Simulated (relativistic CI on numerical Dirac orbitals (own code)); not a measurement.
## Mn2+: K-beta X-ray emission

Computed with this model: Dirac-Coulomb-Breit CI, separate exchange-only KLI orbitals for each configuration, QED by a radiative potential, valence Slater integrals scaled by 0.7, multiplet model of X-ray emission after core ionisation; configurations [Ar] 3d5 → 1s 2s2 2p6 3s2 3p6 3d5 → [Ne] 3s2 3p5 3d5; 300 K; Lorentzian 1.6 eV and Gaussian 1 eV FWHM. Energies are those of the free ion, without screening or charge transfer. S is read from ⟨S²⟩ = S(S + 1).

Computed curve for free ion, scaled to 100 at the maximum (points under 2 are left out and the grid is thinned):

Energy (eV), Intensity and a bar:
```
   6471.0        2.0 
   6471.4        2.4 
   6472.0        3.2 
   6472.4        3.9 #
   6472.8        5.0 #
   6473.4        7.7 ##
   6473.8       11.0 ###
   6474.4       20.5 ######
   6474.8       30.8 #########
   6475.2       42.1 #############
   6475.8       48.1 ##############
   6476.2       41.0 ############
   6476.6       29.9 #########
   6477.2       16.4 ####
   6477.6       11.1 ###
   6478.2        6.8 ##
   6478.6        5.3 #
   6479.0        4.3 #
   6479.6        3.3 
   6480.0        2.9 
   6480.4        2.6 
   6481.0        2.3 
   6481.4        2.2 
   6482.0        2.2 
   6482.4        2.2 
   6482.8        2.2 
   6483.4        2.4 
   6483.8        2.6 
   6484.2        2.9 
   6484.8        3.5 
   6485.2        4.0 #
   6485.8        4.9 #
   6486.2        5.4 #
   6486.6        6.0 #
   6487.2        7.6 ##
   6487.6        9.7 ##
   6488.0       13.1 ###
   6488.6       21.9 ######
   6489.0       29.3 #########
   6489.6       36.8 ###########
   6490.0       38.1 ###########
   6490.4       40.7 ############
   6491.0       56.6 #################
   6491.4       75.2 #######################
   6491.8       92.9 #############################
   6492.4       97.6 ##############################
   6492.8       82.1 #########################
   6493.4       49.2 ###############
   6493.8       32.5 ##########
   6494.2       21.8 ######
   6494.8       13.2 ####
   6495.2       10.0 ##
   6495.6        7.8 ##
   6496.2        5.7 #
   6496.6        4.8 #
   6497.2        3.7 #
   6497.6        3.2 
   6498.0        2.8 
   6498.6        2.3 
   6499.0        2.1
```

The ground state has S = 2.50, and the centroid lies at 6487.22 eV.
